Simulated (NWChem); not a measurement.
Everything below was run with NWChem. System: ClZn (+1), charge 1, spin multiplicity 1, at a geometry optimised with PBE0/def2-SVP. The structure started from a generated list of species. Level: TD-BHandHLYP/def2-SVPD.

Input file:

```
start mol
memory heap 200 mb stack 900 mb global 1100 mb
charge 1
geometry units angstroms nocenter noautoz
  Zn     0.000000     0.000000    -0.748676
  Cl     0.000000     0.000000     1.321193
  symmetry group C2v
end
basis spherical
  * library def2-svpd
end
dft
  xc bhlyp
  semidirect memsize 60000000 filesize 0
  iterations 100
end
tddft
  rpa
  nroots 8
  notriplet
  thresh 1e-4
end
task tddft energy
```

NWChem printed:

```
             Northwest Computational Chemistry Package (NWChem) 7.3.0
             --------------------------------------------------------

                                NWChem Input Module
                                -------------------

 Scaling coordinates for geometry "geometry" by  1.889725989
 (inverse scale =  0.529177249)

 Turning off AUTOSYM since
 SYMMETRY directive was detected!

                             Geometry "geometry" -> ""
                             -------------------------

 Output coordinates in angstroms (scale by  1.889725989 to convert to a.u.)

  No.       Tag          Charge          X              Y              Z
 ---- ---------------- ---------- -------------- -------------- --------------
    1 Zn                  30.0000     0.00000000     0.00000000    -0.74867600
    2 Cl                  17.0000     0.00000000     0.00000000     1.32119300

 Effective nuclear repulsion energy (a.u.)     130.3852548107

            Nuclear Dipole moment (a.u.)
            ----------------------------
        X                 Y               Z
 ---------------- ---------------- ----------------
     0.0000000000     0.0000000000     0.0000018897

      Symmetry information
      --------------------

 Group name             C2v
 Group number             16
 Group order               4
 No. of unique centers     2

      Symmetry unique atoms

     1    2


 Summary of "ao basis" -> "" (spherical)
 ------------------------------------------------------------------------------
       Tag                 Description            Shells   Functions and Types
 ---------------- ------------------------------  ------  ---------------------
 *                         def2-svpd                  on all atoms

                                 NWChem DFT Module
                                 -----------------

 Summary of "ao basis" -> "ao basis" (spherical)
 ------------------------------------------------------------------------------
       Tag                 Description            Shells   Functions and Types
 ---------------- ------------------------------  ------  ---------------------
 Zn                        def2-svpd                12       34   5s4p2d1f
 Cl                        def2-svpd                11       27   5s4p2d

 Summary of "ao basis" -> "ao basis" (spherical)
 ------------------------------------------------------------------------------
       Tag                 Description            Shells   Functions and Types
 ---------------- ------------------------------  ------  ---------------------
 Zn                        def2-svpd                12       34   5s4p2d1f
 Cl                        def2-svpd                11       27   5s4p2d

      Symmetry analysis of basis
      --------------------------

        a1         28
        a2          5
        b1         14
        b2         14

            General Information
            -------------------
          SCF calculation type: DFT
          Wavefunction type:  closed shell.
          No. of atoms     :     2
          No. of electrons :    46
           Alpha electrons :    23
            Beta electrons :    23
          Charge           :     1
          Spin multiplicity:     1
          Use of symmetry is: off; symmetry adaption is: on
          Maximum number of iterations: 100
          AO basis - number of functions:    61
                     number of shells:    23
          Convergence on energy requested:  1.00D-06
          Convergence on density requested:  1.00D-05
          Convergence on gradient requested:  5.00D-04

              XC Information
              --------------
                        BHLYP Method XC Functional
                     Hartree-Fock (Exact) Exchange  0.500
                        Slater Exchange Functional  0.500 local
                    Becke 1988 Exchange Functional  0.500 non-local
              Lee-Yang-Parr Correlation Functional  1.000

             Grid Information
             ----------------
          Grid used for XC integration:  medium
          Radial quadrature: Mura-Knowles
          Angular quadrature: Lebedev.
          Tag              B.-S. Rad. Rad. Pts. Rad. Cut. Ang. Pts.
          ---              ---------- --------- --------- ---------
          Zn                  1.35      112          11.0       590
          Cl                  1.00       88          11.0       590
          Grid pruning is: on
          Number of quadrature shells:   200
          Spatial weights used:  Erf1

          Convergence Information
          -----------------------
          Convergence aids based upon iterative change in
          total energy or number of iterations.
          Levelshifting, if invoked, occurs when the
          HOMO/LUMO gap drops below (HL_TOL):  1.00D-02
          DIIS, if invoked, will attempt to extrapolate
          using up to (NFOCK): 10 stored Fock matrices.

                    Damping( 0%)  Levelshifting(0.5)       DIIS
                  --------------- ------------------- ---------------
          dE  on:    start            ASAP                start
          dE off:    2 iters        100 iters           100 iters

      Screening Tolerance Information
      -------------------------------
          Density screening/tol_rho:  1.00D-10
          AO Gaussian exp screening on grid/accAOfunc:  14
          CD Gaussian exp screening on grid/accCDfunc:  20
          XC Gaussian exp screening on grid/accXCfunc:  20
          Schwarz screening/accCoul:  1.00D-08

      Superposition of Atomic Density Guess
      -------------------------------------
[...]
    5     72       5     0.13E-02   0.14E-04        8.6
    6     78       6     0.34E-03   0.59E-06        5.9
    7     82       8     0.88E-04   0.34E-07        5.4
  ----  ------  ------  ---------  ---------  ---------
  Convergence criterion met

  Ground state a1      -2238.867235080916 a.u.

  ----------------------------------------------------------------------------
  Root   1 singlet b2             0.099227348 a.u.                2.7001 eV
  ----------------------------------------------------------------------------
     Transition Moments    X -0.00105   Y -0.28879   Z -0.00000
     Transition Moments   XX -0.00000  XY  0.00000  XZ  0.00033
     Transition Moments   YY -0.00000  YZ  0.08974  ZZ -0.00000
     Dipole Oscillator Strength                    0.0055171760
     Electric Quadrupole                           0.0000000000
     Magnetic Dipole                               0.0000000281
     Total Oscillator Strength                     0.0055172042

          sigma_e =   1.7026 Angstrom
          sigma_h =   1.1470 Angstrom
         |d_h->e| =   2.0670 Angstrom
            d_exc =   2.9129 Angstrom
            d_CD1 =   2.6227 Angstrom
            d_CD2 =   0.6422 Angstrom
            d_CD3 =   4.9799 Angstrom
     Pearson C.C. =   0.0006

     Occ.   23  b2  ---  Virt.   24  a1   0.99547 X
     Occ.   23  b2  ---  Virt.   27  a1   0.07410 X
  ----------------------------------------------------------------------------
  Root   2 singlet b1             0.099227349 a.u.                2.7001 eV
  ----------------------------------------------------------------------------
     Transition Moments    X  0.28879   Y -0.00105   Z -0.00000
     Transition Moments   XX -0.00000  XY  0.00000  XZ -0.08965
     Transition Moments   YY  0.00000  YZ  0.00033  ZZ  0.00000
     Dipole Oscillator Strength                    0.0055172114
     Electric Quadrupole                           0.0000000000
     Magnetic Dipole                               0.0000000281
     Total Oscillator Strength                     0.0055172396

          sigma_e =   1.7027 Angstrom
          sigma_h =   1.1470 Angstrom
         |d_h->e| =   2.0670 Angstrom
            d_exc =   2.9129 Angstrom
            d_CD1 =   2.6227 Angstrom
            d_CD2 =   0.6422 Angstrom
            d_CD3 =   4.9799 Angstrom
     Pearson C.C. =   0.0006

     Occ.   22  b1  ---  Virt.   24  a1  -0.99547 X
     Occ.   22  b1  ---  Virt.   27  a1  -0.07412 X
  ----------------------------------------------------------------------------
  Root   3 singlet a1             0.193967065 a.u.                5.2781 eV
  ----------------------------------------------------------------------------
     Transition Moments    X -0.00000   Y -0.00000   Z -1.14658
     Transition Moments   XX  0.08580  XY -0.00000  XZ  0.00000
     Transition Moments   YY  0.08580  YZ  0.00000  ZZ -0.52310
     Dipole Oscillator Strength                    0.1699978511
     Electric Quadrupole                           0.0000000048
     Magnetic Dipole                               0.0000000000
     Total Oscillator Strength                     0.1699978559

          sigma_e =   1.7508 Angstrom
          sigma_h =   1.3734 Angstrom
         |d_h->e| =   1.7677 Angstrom
            d_exc =   2.8231 Angstrom
            d_CD1 =   2.1452 Angstrom
            d_CD2 =   0.2056 Angstrom
            d_CD3 =   4.5908 Angstrom
     Pearson C.C. =   0.0221

     Occ.   20  a1  ---  Virt.   24  a1   0.09420 X
     Occ.   21  a1  ---  Virt.   24  a1  -0.94643 X
     Occ.   21  a1  ---  Virt.   24  a1   0.06815 Y
     Occ.   22  b1  ---  Virt.   26  b1   0.21834 X
     Occ.   22  b1  ---  Virt.   33  b1  -0.05645 X
     Occ.   23  b2  ---  Virt.   25  b2   0.21834 X
     Occ.   23  b2  ---  Virt.   32  b2  -0.05645 X
  ----------------------------------------------------------------------------
  Root   4 singlet a2             0.265963111 a.u.                7.2372 eV
  ----------------------------------------------------------------------------
     Transition Moments    X -0.00000   Y  0.00000   Z  0.00000
     Transition Moments   XX -0.00000  XY -0.00000  XZ -0.00000
     Transition Moments   YY  0.00000  YZ -0.00000  ZZ  0.00000
     Dipole Oscillator Strength                    0.0000000000
     Electric Quadrupole                           0.0000000000
     Magnetic Dipole                               0.0000000000
     Total Oscillator Strength                     0.0000000000

          sigma_e =   1.9561 Angstrom
          sigma_h =   1.1466 Angstrom
         |d_h->e| =   1.8595 Angstrom
            d_exc =   2.9320 Angstrom
            d_CD1 =   2.6689 Angstrom
            d_CD2 =   0.3081 Angstrom
            d_CD3 =   4.7914 Angstrom
     Pearson C.C. =   0.0005

     Occ.   22  b1  ---  Virt.   25  b2   0.70143 X
     Occ.   22  b1  ---  Virt.   32  b2  -0.07529 X
     Occ.   23  b2  ---  Virt.   26  b1  -0.70143 X
     Occ.   23  b2  ---  Virt.   33  b1   0.07529 X
  ----------------------------------------------------------------------------
  Root   5 singlet a2             0.267902236 a.u.                7.2900 eV
  ----------------------------------------------------------------------------
     Transition Moments    X  0.00000   Y -0.00000   Z  0.00000
     Transition Moments   XX -0.00000  XY -0.63152  XZ -0.00000
     Transition Moments   YY  0.00000  YZ  0.00000  ZZ  0.00000
     Dipole Oscillator Strength                    0.0000000000
     Electric Quadrupole                           0.0000000408
     Magnetic Dipole                               0.0000000000
     Total Oscillator Strength                     0.0000000408

          sigma_e =   1.9594 Angstrom
          sigma_h =   1.1470 Angstrom
         |d_h->e| =   1.8504 Angstrom
            d_exc =   2.9281 Angstrom
            d_CD1 =   2.6628 Angstrom
            d_CD2 =   0.2972 Angstrom
            d_CD3 =   4.7785 Angstrom
     Pearson C.C. =   0.0011

     Occ.   22  b1  ---  Virt.   25  b2   0.70206 X
     Occ.   22  b1  ---  Virt.   32  b2  -0.06811 X
     Occ.   23  b2  ---  Virt.   26  b1   0.70206 X
     Occ.   23  b2  ---  Virt.   33  b1  -0.06811 X
  ----------------------------------------------------------------------------
  Root   6 singlet a1             0.267902245 a.u.                7.2900 eV
  ----------------------------------------------------------------------------
     Transition Moments    X  0.00000   Y  0.00000   Z  0.00000
     Transition Moments   XX  0.63152  XY -0.00000  XZ -0.00000
     Transition Moments   YY -0.63152  YZ -0.00000  ZZ  0.00000
     Dipole Oscillator Strength                    0.0000000000
     Electric Quadrupole                           0.0000000408
     Magnetic Dipole                               0.0000000000
     Total Oscillator Strength                     0.0000000408

          sigma_e =   1.9594 Angstrom
          sigma_h =   1.1470 Angstrom
         |d_h->e| =   1.8504 Angstrom
            d_exc =   2.9281 Angstrom
            d_CD1 =   2.6628 Angstrom
            d_CD2 =   0.2972 Angstrom
            d_CD3 =   4.7785 Angstrom
     Pearson C.C. =   0.0011

     Occ.   22  b1  ---  Virt.   26  b1  -0.70206 X
     Occ.   22  b1  ---  Virt.   33  b1   0.06811 X
     Occ.   23  b2  ---  Virt.   25  b2   0.70206 X
     Occ.   23  b2  ---  Virt.   32  b2  -0.06811 X
  ----------------------------------------------------------------------------
  Root   7 singlet a1             0.309413381 a.u.                8.4196 eV
  ----------------------------------------------------------------------------
     Transition Moments    X -0.00000   Y  0.00000   Z  1.42079
     Transition Moments   XX -0.73650  XY  0.00000  XZ  0.00000
     Transition Moments   YY -0.73650  YZ -0.00000  ZZ  1.74231
     Dipole Oscillator Strength                    0.4163956970
     Electric Quadrupole                           0.0000003231
     Magnetic Dipole                               0.0000000000
     Total Oscillator Strength                     0.4163960201

          sigma_e =   2.0842 Angstrom
          sigma_h =   1.2125 Angstrom
         |d_h->e| =   2.0445 Angstrom
            d_exc =   3.1263 Angstrom
            d_CD1 =   2.9162 Angstrom
            d_CD2 =   0.3962 Angstrom
            d_CD3 =   5.1708 Angstrom
     Pearson C.C. =   0.0436

     Occ.   20  a1  ---  Virt.   24  a1  -0.15152 X
     Occ.   21  a1  ---  Virt.   24  a1   0.29962 X
     Occ.   21  a1  ---  Virt.   24  a1  -0.09477 Y
     Occ.   21  a1  ---  Virt.   27  a1  -0.10137 X
     Occ.   21  a1  ---  Virt.   28  a1   0.07124 X
     Occ.   21  a1  ---  Virt.   34  a1  -0.08900 X
     Occ.   22  b1  ---  Virt.   26  b1   0.65932 X
     Occ.   23  b2  ---  Virt.   25  b2   0.65932 X
  ----------------------------------------------------------------------------
  Root   8 singlet b2             0.341657790 a.u.                9.2970 eV
  ----------------------------------------------------------------------------
     Transition Moments    X -0.00000   Y -0.68026   Z  0.00000
     Transition Moments   XX -0.00000  XY  0.00000  XZ  0.00000
     Transition Moments   YY -0.00000  YZ  1.30144  ZZ  0.00000
     Dipole Oscillator Strength                    0.1054030095
     Electric Quadrupole                           0.0000003597
     Magnetic Dipole                               0.0000000872
     Total Oscillator Strength                     0.1054034564

          sigma_e =   2.0542 Angstrom
          sigma_h =   1.3691 Angstrom
         |d_h->e| =   1.5771 Angstrom
            d_exc =   2.9189 Angstrom
            d_CD1 =   2.2622 Angstrom
            d_CD2 =  -0.1346 Angstrom
            d_CD3 =   4.4960 Angstrom
     Pearson C.C. =   0.0109

     Occ.   16  b2  ---  Virt.   24  a1   0.07756 X
     Occ.   21  a1  ---  Virt.   25  b2   0.96769 X
     Occ.   21  a1  ---  Virt.   32  b2  -0.06211 X
     Occ.   22  b1  ---  Virt.   37  a2  -0.05988 X
     Occ.   23  b2  ---  Virt.   27  a1  -0.19773 X
     Occ.   23  b2  ---  Virt.   36  a1   0.05988 X

              Target root =      1
          Target symmetry = none
      Ground state energy =  -2238.867235080916
        Excitation energy =      0.099227348138
     Excited state energy =  -2238.768007732779

  stored tddft:energy   -2238.7680077327786

 Task  times  cpu:       54.9s     wall:       54.9s

 Total times  cpu:       54.9s     wall:       54.9s
```
